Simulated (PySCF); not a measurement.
**Diatomic anions of Mg with the alkali metals**

CCSD(T) with double-zeta basis sets in PySCF, for the lowest determinant that a PBE0 search found; no spin–orbit coupling. De refers to high-spin ground-configuration atoms (the charge goes to the atom of lower measured ionisation energy or higher electron affinity, which is not always the lowest computed limit).

| M | basis | reference, frozen orbitals | charged atom | state (unpaired electrons) | Re (Å) | ωe (cm⁻¹) | De (eV) |
| --- | --- | --- | --- | --- | --- | --- | --- |
| Li | aug-cc-pVDZ-DK | RHF, 1 | Li− | singlet (closed shell) | 3.415 | 140 | 0.29 |
| Na | aug-cc-pVDZ | RHF, 2 | Na− | singlet (closed shell) | 3.811 | 78.6 | 0.23 |
| Rb | def2-SVPD | RHF, 1 | Rb− | singlet (closed shell) | 4.530 | 46.6 | 0.17 |
| Cs | def2-SVPD | RHF, 1 | Cs− | singlet (closed shell) | 4.807 | 40.8 | 0.14 |

Question: By what factor does the harmonic wavenumber vary along the series?

Answer: At CCSD(T) it runs from 40.8 cm⁻¹ (CsMg⁻) to 140 cm⁻¹ (LiMg⁻), a factor of 3.43.

The rows differ in basis set, which adds steps of its own.

Down a group the atoms grow and get heavier, so bonds lengthen and wavenumbers fall; this series shows no clear exception.

Correlated steps freeze the inner cores (1 to 2 orbitals); shallow outer-core shells are correlated. Weak bonds: CsMg⁻, LiMg⁻, NaMg⁻, RbMg⁻. Basis-set superposition, not corrected here, can be much of De in a small basis, most of all at correlated wavefunction levels. Spin–orbit coupling is left out. For an ion De counts to the pair picked by the measured ionisation energies or electron affinities, which need not be the lowest pair at this level. The CCSD T1 diagnostic is raised in CsMg⁻, LiMg⁻, NaMg⁻, RbMg⁻, a sign that a single reference may not be enough there.
